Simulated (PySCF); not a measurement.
CH5AlO2, triplet, at a GFN2-xTB geometry of the parent state (such geometries of metal compounds can be far from the true shape) (a higher spin typed on purpose: for a closed-shell molecule this is an excited state); PBE/6-31G* in PySCF.

Here is a job for PySCF.
```python
from pyscf import gto, scf, dft

mol = gto.M(
    atom='''
Al    0.12275658    0.12200744    0.01280545
C    -1.50228708   -1.32234747   -0.14414553
H    -1.22297562   -2.23100500   -0.69630487
H    -2.37618199   -0.90893390   -0.66271216
H    -1.86260005   -1.66121223    0.83696940
O    -0.10742378    1.64132773   -0.79296921
H    -0.29817070    2.45464332   -1.25963371
O     1.48168852   -0.44853663    0.92350656
H     2.18369721   -0.84783287    1.43578504
''',
    basis='6-31g*',
    spin=2,
    verbose=4,
)

mf = dft.UKS(mol)
mf.xc = 'pbe'
mf.kernel()
mf.analyze()
```

It wrote (shortened):

```
PySCF version 2.14.0

[INPUT] verbose = 4
[INPUT] num. atoms = 9
[INPUT] num. electrons = 40
[INPUT] charge = 0
[INPUT] spin (= nelec alpha-beta = 2S) = 2
[INPUT] symmetry False subgroup None
[INPUT] Mole.unit = angstrom
[INPUT] Symbol           X                Y                Z      unit          X                Y                Z       unit  Magmom
[...]
nuclear repulsion = 150.641032101029
number of shells = 36
number of NR pGTOs = 152
number of NR cGTOs = 70
basis = 6-31g*
ecp = {}

******** <class 'pyscf.dft.uks.UKS'> ********
method = UKS
initial guess = minao
damping factor = 0
level_shift factor = 0
DIIS = <class 'pyscf.scf.diis.CDIIS'>
diis_start_cycle = 1
diis_space = 8
diis_damp = 0
SCF conv_tol = 1e-09
SCF conv_tol_grad = None
SCF max_cycles = 50
direct_scf = True
direct_scf_tol = 1e-13
number electrons alpha = 21  beta = 19
XC library pyscf.dft.libxc version 7.1.2
    S. Lehtola, C. Steigemann, M. J. T. Oliveira, and M. A. L. Marques,  SoftwareX 7, 1–5 (2018)
XC functionals = pbe
    J. P. Perdew, K. Burke, and M. Ernzerhof,  Phys. Rev. Lett. 77, 3865 (1996)
    J. P. Perdew, K. Burke, and M. Ernzerhof,  Phys. Rev. Lett. 78, 1396 (1997)
    J. P. Perdew, K. Burke, and M. Ernzerhof,  Phys. Rev. Lett. 77, 3865 (1996)
    J. P. Perdew, K. Burke, and M. Ernzerhof,  Phys. Rev. Lett. 78, 1396 (1997)
radial grids:
    Treutler-Ahlrichs [JCP 102, 346 (1995); DOI:10.1063/1.469408] (M4) radial grids

becke partition: Becke, JCP 88, 2547 (1988); DOI:10.1063/1.454033
pruning grids: <function nwchem_prune>
grids dens level: 3
symmetrized grids: False
atomic radii adjust function: <function treutler_atomic_radii_adjust>
small_rho_cutoff = 0
Set gradient conv threshold to 3.16228e-05
tot grids = 110504
init E= -433.62238732228

cycle= 1 E= -433.13655623458  delta_E= 0.486  |g|= 0.91  |ddm|=  2.2

cycle= 2 E= -429.397227694381  delta_E= 3.74  |g|= 2.69  |ddm|= 3.99

cycle= 3 E= -433.41175996143  delta_E= -4.01  |g|= 0.317  |ddm|=  3.8

cycle= 4 E= -433.13481241916  delta_E= 0.277  |g|= 0.723  |ddm|= 1.34

cycle= 5 E= -433.181262640922  delta_E= -0.0465  |g|= 0.687  |ddm|= 1.04

cycle= 6 E= -433.483089026204  delta_E= -0.302  |g|= 0.155  |ddm|= 0.674

cycle= 7 E= -433.460550706411  delta_E= 0.0225  |g|= 0.239  |ddm|= 0.516

cycle= 8 E= -433.497136175089  delta_E= -0.0366  |g|= 0.0555  |ddm|= 0.412

cycle= 9 E= -433.498639013  delta_E= -0.0015  |g|= 0.0239  |ddm|= 0.0566

cycle= 10 E= -433.498956342523  delta_E= -0.000317  |g|= 0.0104  |ddm|= 0.0325

[...]
converged SCF energy = -433.499029149756  <S^2> = 2.0042498  2S+1 = 3.0028319
Total Energy =                        -433.499029149756097
[...]
spin_pop of  2 H 1s        0.00026
spin_pop of  2 H 2s        0.00167
spin_pop of  3 H 1s       -0.00103
spin_pop of  3 H 2s        0.00073
spin_pop of  4 H 1s       -0.00094
spin_pop of  4 H 2s        0.00144
spin_pop of  5 O 1s       -0.00000
spin_pop of  5 O 2s        0.06539
spin_pop of  5 O 3s        0.00607
spin_pop of  5 O 2px       0.15976
spin_pop of  5 O 2py       0.05947
spin_pop of  5 O 2pz      -0.00085
spin_pop of  5 O 3px       0.00002
spin_pop of  5 O 3py       0.00080
spin_pop of  5 O 3pz       0.00011
spin_pop of  5 O 3dxy     -0.00006
spin_pop of  5 O 3dyz      0.00012
spin_pop of  5 O 3dz^2     0.00007
spin_pop of  5 O 3dxz      0.00003
spin_pop of  5 O 3dx2-y2    0.00003
spin_pop of  6 H 1s        0.04487
spin_pop of  6 H 2s        0.00227
spin_pop of  7 O 1s       -0.00000
spin_pop of  7 O 2s        0.06117
spin_pop of  7 O 3s        0.00550
spin_pop of  7 O 2px       0.10107
spin_pop of  7 O 2py       0.13565
spin_pop of  7 O 2pz      -0.00993
spin_pop of  7 O 3px       0.00068
spin_pop of  7 O 3py       0.00006
spin_pop of  7 O 3pz       0.00007
spin_pop of  7 O 3dxy     -0.00014
spin_pop of  7 O 3dyz      0.00004
spin_pop of  7 O 3dz^2     0.00004
spin_pop of  7 O 3dxz      0.00020
spin_pop of  7 O 3dx2-y2    0.00005
spin_pop of  8 H 1s        0.04357
spin_pop of  8 H 2s        0.00238
 ** Mulliken Spin Density (per atom)  **
spin density of  0 Al =      0.70536
spin density of  1 C =      0.61400
spin density of  2 H =      0.00193
spin density of  3 H =     -0.00030
spin density of  4 H =      0.00050
spin density of  5 O =      0.29097
spin density of  6 H =      0.04715
spin density of  7 O =      0.29447
spin density of  8 H =      0.04594
 ** Mulliken pop alpha/beta on meta-lowdin orthogonal AOs **
 ** Mulliken pop       alpha | beta **
In total            21.00000 | 19.00000
 ** Mulliken atomic charges   ( Nelec_alpha | Nelec_beta ) **
charge of  0Al =      0.58341  (     6.56097      5.85562 )
charge of  1C =     -0.42233  (     3.51816      2.90417 )
charge of  2H =      0.12810  (     0.43691      0.43499 )
charge of  3H =      0.13258  (     0.43356      0.43386 )
charge of  4H =      0.13039  (     0.43506      0.43456 )
charge of  5O =     -0.59680  (     4.44389      4.15292 )
charge of  6H =      0.31844  (     0.36435      0.31721 )
charge of  7O =     -0.59305  (     4.44376      4.14929 )
charge of  8H =      0.31927  (     0.36334      0.31740 )
Dipole moment(X, Y, Z, Debye): -0.79856, -0.90696, -0.16302
```
